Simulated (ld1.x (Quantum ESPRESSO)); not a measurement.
**Building the RRKJ potential for Ge (Z = 32) (PBEsol, fully relativistic).**

ld1.x (Quantum ESPRESSO) 7.5 was run on this input:

```
&input
   title='Ge', zed=32., rel=2, dft='PBESOL', iswitch=3,
   config='[Ar] 3d10 4s2 4p2', rel_dist='average',
   nld=5, rlderiv=2.55, eminld=-4.0, emaxld=5.0, deld=0.02
 /
 &inputp
   pseudotype=2, tm=.false., lloc=0,
   nlcc=.true., rcore=1.15,
   file_pseudopw='Ge.UPF', file_wfcaegen='ae.wfc', file_wfcncgen='nc.wfc', file_beta='beta', file_chi='chi'
 /
3
4P  2  1   2.00   0.00  2.35  2.35  0.0
3D  3  2  10.00   0.00  1.30  1.30  0.0
4S  1  0   2.00   0.00  1.55  1.55  0.0
 &test
   configts(1)='3d10 4s2 4p2'
 /
```

Command:

```bash
ld1.x < Ge.in > Ge.out
```

Output (shortened: banner, matrices, multipoles, cross overlaps and the repeated all-electron block are left out):

```
Program LD1 v.7.5
     --------------------------- All-electron run ----------------------------

     Ge
     dirac relativistic calculation

     atomic number is 32.00
     dft =PBESOL   lsd =0 sic =0 latt =0  beta=0.20 tr2=1.0E-14
     Exchange-correlation= PBESOL
                           (   1   4  10   8   0   0   0)
     mesh =1207 r(mesh) = 100.41023 a.u. xmin = -7.00 dx = 0.01250
     1 Ry =  13.60569312 eV, c = 137.03599908

     n l j   nl                  e(Ry)          e(Ha)          e(eV)
     Spin orbit split results
     1 0 0.5 1S 1( 2.00)      -804.7175      -402.3588    -10948.7398
     2 0 0.5 2S 1( 2.00)      -100.6988       -50.3494     -1370.0773
     2 1 0.5 2P 1( 2.00)       -89.5942       -44.7971     -1218.9918
     2 1 1.5 2P 1( 4.00)       -87.2546       -43.6273     -1187.1600
     3 0 0.5 3S 1( 2.00)       -12.3522        -6.1761      -168.0600
     3 1 0.5 3P 1( 2.00)        -8.6930        -4.3465      -118.2749
     3 1 1.5 3P 1( 4.00)        -8.3786        -4.1893      -113.9965
     3 2 1.5 3D 1( 4.00)        -2.1796        -1.0898       -29.6550
     3 2 2.5 3D 1( 6.00)        -2.1366        -1.0683       -29.0697
     4 0 0.5 4S 1( 2.00)        -0.8629        -0.4315       -11.7409
     4 1 0.5 4P 1( 0.67)        -0.2958        -0.1479        -4.0245
     4 1 1.5 4P 1( 1.33)        -0.2819        -0.1409        -3.8352
     Averaged results
     1 0     1S 1( 2.00)      -804.7175      -402.3588    -10948.7398
     2 0     2S 1( 2.00)      -100.6988       -50.3494     -1370.0773
     2 1     2P 1( 6.00)       -88.0345       -44.0173     -1197.7706
     3 0     3S 1( 2.00)       -12.3522        -6.1761      -168.0600
     3 1     3P 1( 6.00)        -8.4834        -4.2417      -115.4226
     3 2     3D 1(10.00)        -2.1538        -1.0769       -29.3038
     4 0     4S 1( 2.00)        -0.8629        -0.4315       -11.7409
     4 1     4P 1( 2.00)        -0.2865        -0.1433        -3.8983

     final scf error:  7.3E-15 reached in  35 iterations

     Etot =   -4194.788811 Ry,   -2097.394406 Ha,  -57073.009281 eV

     Ekin =    4283.249231 Ry,    2141.624615 Ha,   58276.574606 eV
     Encl =  -10126.939926 Ry,   -5063.469963 Ha, -137784.036912 eV
     Eh   =    1804.922196 Ry,     902.461098 Ha,   24557.217511 eV
     Exc  =    -156.020312 Ry,     -78.010156 Ha,   -2122.764486 eV

     normalization and overlap integrals

     s(1S/1S) =  1.000000  <r> =   0.0470  <r2> =    0.0030  r(max) =   0.0309
     s(2S/2S) =  1.000000  <r> =   0.2099  <r2> =    0.0520  r(max) =   0.1754
     s(2P/2P) =  1.000000  <r> =   0.1813  <r2> =    0.0404  r(max) =   0.1401
     s(2P/2P) =  1.000000  <r> =   0.1849  <r2> =    0.0419  r(max) =   0.1418
     s(3S/3S) =  1.000000  <r> =   0.6246  <r2> =    0.4503  r(max) =   0.5402
     s(3P/3P) =  1.000000  <r> =   0.6401  <r2> =    0.4828  r(max) =   0.5402
     s(3P/3P) =  1.000000  <r> =   0.6509  <r2> =    0.4991  r(max) =   0.5470
     s(3D/3D) =  1.000000  <r> =   0.7336  <r2> =    0.6914  r(max) =   0.5012
     s(3D/3D) =  1.000000  <r> =   0.7390  <r2> =    0.7020  r(max) =   0.5012
     s(4S/4S) =  1.000000  <r> =   2.1154  <r2> =    5.1794  r(max) =   1.7494
     s(4P/4P) =  1.000000  <r> =   2.8447  <r2> =    9.6680  r(max) =   2.1908
     s(4P/4P) =  1.000000  <r> =   2.9030  <r2> =   10.0721  r(max) =   2.2184

     ------------------------ End of All-electron run ------------------------

     --------------------- Generating NC pseudopotential ---------------------

      Generating local pot.: lloc=0, matching radius rcloc =   1.5500

      Computing core charge for nlcc:

       r > 1.16 : true rho core
       r < 1.16 : rho core = a sin(br)/r    a=   3.74  b=   2.37

      Integrated core pseudo-charge :   2.27

     Fully relativistic calculation: |psi|^2

     Wfc 4P LC norm =  0.99996385 SC norm =  0.00003598 missing  0.00000017

     Wfc 4P LC norm =  0.99996523 SC norm =  0.00003043 missing  0.00000434

     Wfc 3D LC norm =  0.99960012 SC norm =  0.00039987 missing  0.00000001

     Wfc 3D LC norm =  0.99960429 SC norm =  0.00039566 missing  0.00000005

      Wfc   4P  rcut= 2.361  Estimated cut-off energy=       31.29 Ry
      This function has    0 nodes for 0 < r <    2.361

      Wfc   4P  rcut= 2.361  Estimated cut-off energy=       31.25 Ry
      This function has    0 nodes for 0 < r <    2.361

      Wfc   3D  rcut= 1.296  Estimated cut-off energy=      141.16 Ry
      This function has    0 nodes for 0 < r <    1.296

      Wfc   3D  rcut= 1.296  Estimated cut-off energy=      141.11 Ry
      This function has    0 nodes for 0 < r <    1.296

     ------------------- End of pseudopotential generation -------------------

     Computing logarithmic derivative in   2.56135
     Computing logarithmic derivative in   2.56135
     Computing the partial wave expansion
       no projector for channel:   0
     R is outside the sphere for l=    1 j= 0.50
     R is outside the sphere for l=    1 j= 1.50
     R is outside the sphere for l=    2 j= 1.50
     R is outside the sphere for l=    2 j= 2.50

     ---------------------- Testing the pseudopotential ----------------------

     Ge
     dirac relativistic calculation

     atomic number is 32.00   valence charge is 14.00
     dft =PBESOL   lsd =0 sic =0 latt =0  beta=0.20 tr2=1.0E-14
     mesh =1207 r(mesh) = 100.41023 xmin = -7.00 dx = 0.01250

     n l  j  nl             e AE (Ry)       e PS (Ry)    De AE-PS (Ry)
     3 2 1.5 3D   1( 4.00)       -2.17960       -2.17960        0.00000
     3 2 2.5 3D   1( 6.00)       -2.13659       -2.13659        0.00000
     1 0 0.5 4S   1( 2.00)       -0.86294       -0.86295        0.00000
     2 1 0.5 4P   1( 0.67)       -0.29579       -0.29579       -0.00000
     2 1 1.5 4P   1( 1.33)       -0.28188       -0.28188        0.00000

     eps = 6.7E-15  iter = 12

     Etot =   -4194.788811 Ry,   -2097.394406 Ha,  -57073.009281 eV
     Etotps =  -177.198080 Ry,     -88.599040 Ha,   -2410.902694 eV

     Ekin =     190.411812 Ry,      95.205906 Ha,    2590.684687 eV
     Encl =    -265.974676 Ry,    -132.987338 Ha,   -3618.769816 eV
     Ehrt =     156.080303 Ry,      78.040151 Ha,    2123.580700 eV
     Ecxc =     -26.660194 Ry,     -13.330097 Ha,    -362.730422 eV
     (Ecc =      -2.529308 Ry,      -1.264654 Ha,     -34.412995 eV)
     Epseu=    -231.055325 Ry,    -115.527662 Ha,   -3143.667842 eV

     ---------------------- End of pseudopotential test ----------------------
```

Generation and configuration tests took about 1.5 s on one core of a shared server CPU.
